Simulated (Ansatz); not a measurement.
Consider the isomerisation: `B[SiH]1CO1` → `O[SiH]1BC1`.

Gas-phase electronic energies from Ansatz, PBE0-D4/def2-TZVP geometries. CBS: MP2 limit from def2 TZ/QZ plus the TZ coupled-cluster correction, frozen cores. DFT in def2-TZVPP. B3LYP here is the variant with VWN-RPA as its local correlation; programs differ in this. HSE06 is defined as in plane-wave codes. One conformer a species, not always the lowest.

```tsv
level	ΔE (kcal/mol)	difference from CCSD(T)/CBS
PBE-D4	-22.2	1.7
revPBE-D4	-20.7	3.2
BLYP-D4	-20.1	3.8
r2SCAN-D4	-22.7	1.2
B97M-V	-23.3	0.6
PBE0-D4	-23.2	0.7
B3LYP-D4	-21.4	2.5
r2SCAN0-D4	-23.9	0.0
HSE06-D4	-23.2	0.7
BHLYP-D4	-21.7	2.2
CAM-B3LYP-D4	-22.0	1.9
ωB97X-V	-20.8	3.1
ωB97M-V	-24.4	-0.5
B2PLYP	-22.3	1.6
PBE-QIDH	-24.1	-0.2
PBE	-22.1	1.8
revPBE	-20.3	3.6
BLYP	-19.9	4.0
r2SCAN	-22.7	1.2
PBE0	-23.2	0.7
B3LYP	-21.2	2.7
r2SCANh	-23.2	0.7
r2SCAN0	-23.9	0.0
HSE06	-23.1	0.8
BHLYP	-21.5	2.4
LC-ωPBE	-21.9	2.0
HF/def2-SVP	-17.5	6.4
MP2/def2-SVP	-24.1	-0.2
CCSD/def2-SVP	-20.9	3.0
CCSD(T)/def2-SVP	-21.5	2.4
HF/def2-TZVPP	-17.7	6.2
MP2/def2-TZVPP	-25.3	-1.4
SCS-MP2/def2-TZVPP	-22.4	1.5
CCSD/def2-TZVPP	-22.1	1.8
CCSD(T)/def2-TZVPP	-22.9	1.0
HF/def2-QZVPP	-17.6	6.3
MP2/def2-QZVPP	-25.8	-1.9
SCS-MP2/def2-QZVPP	-22.9	1.0
HF/CBS(def2)	-17.6	6.3
MP2/CBS(def2)	-26.2	-2.3
CCSD(T)/CBS	-23.9	0
```

Largest T1 diagnostic among the species: 0.018.

From PBE to PBE0 (25 % exact exchange), in def2-TZVPP and without D4, ΔE moves by −1.0 kcal/mol. In def2-TZVPP, CCSD(T) changes the Hartree–Fock value by −5.2 kcal/mol (the triples alone add −0.8 kcal/mol) and MP2 by −7.6 kcal/mol. At CCSD(T), def2-SVP lies +2.4 kcal/mol from the extrapolated value and def2-TZVPP +1.0 kcal/mol.
